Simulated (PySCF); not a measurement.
CH5ClFNSi, SMILES C[Si@@](N)(F)Cl.

Geometry: r2SCAN-D4/def2-SVP. The structure was generated by enumeration; whether it is a known compound was not checked. The values are those of a single conformer.

Method: TDA-PBE/def2-SVPD (PySCF 2.14.0).

Vertical excitations. 

```
state  energy (eV)  λ (nm)      f                          main pairs
-----  -----------  ------  -----  ----------------------------------
S1            6.27     198  0.023                      HOMO→LUMO 99 %
S2            7.01     177  0.006                    HOMO→LUMO+1 98 %
S3            7.26     171  0.056                    HOMO−1→LUMO 99 %
S4            7.32     169  0.007                    HOMO→LUMO+2 94 %
S5            7.42     167  0.037                    HOMO−2→LUMO 94 %
S6            7.80     159  0.008  HOMO→LUMO+3 65 %, HOMO→LUMO+4 33 %
S7            8.05     154  0.023                    HOMO−3→LUMO 96 %
S8            8.16     152  0.048  HOMO→LUMO+4 56 %, HOMO→LUMO+3 22 %
S9            8.20     151  0.048                  HOMO−1→LUMO+1 93 %
S10           8.33     149  0.003  HOMO→LUMO+5 76 %, HOMO→LUMO+6 13 %
T1            6.00     207      0                      HOMO→LUMO 99 %
T2            6.86     181      0                    HOMO→LUMO+1 99 %
T3            7.12     174      0                    HOMO−1→LUMO 99 %
T4            7.17     173      0                    HOMO→LUMO+2 96 %
```
Triplets are in the Tamm–Dancoff approximation.
